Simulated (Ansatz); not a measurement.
Mulliken charges of `[CH2]1[S][GaH]1` from r2SCAN/def2-TZVPP in Ansatz (PBE0-D4/def2-TZVP geometry).

```tsv
atom	x (Å)	y (Å)	z (Å)	charge (e)
C1	-0.383	-0.010	-0.733	-0.201
S2	0.604	-1.508	-0.154	-0.255
Ga3	0.394	0.307	1.007	0.211
H4	-1.445	-0.215	-0.832	0.095
H5	0.037	0.459	-1.617	0.095
H6	0.793	0.967	2.328	0.056
```

**Question.** By hand: the dipole of these point charges (1 e Å = 4.8032 D).

**Answer.** Σ q r = (-0.083, 0.529, 0.297) e Å, of length 0.612 e Å = 2.94 D.

**Question.** How does the dipole of the full density compare? (Best estimate.)

**Answer.** Ansatz gave: (-0.108, 0.463, 0.194) e Å, 2.47 D; the point charges give 1.19 times that, at 8° from its direction.

Point charges leave out the atoms' own dipoles, such as those of lone pairs, and Mulliken's split depends on the basis, so the two needn't agree.
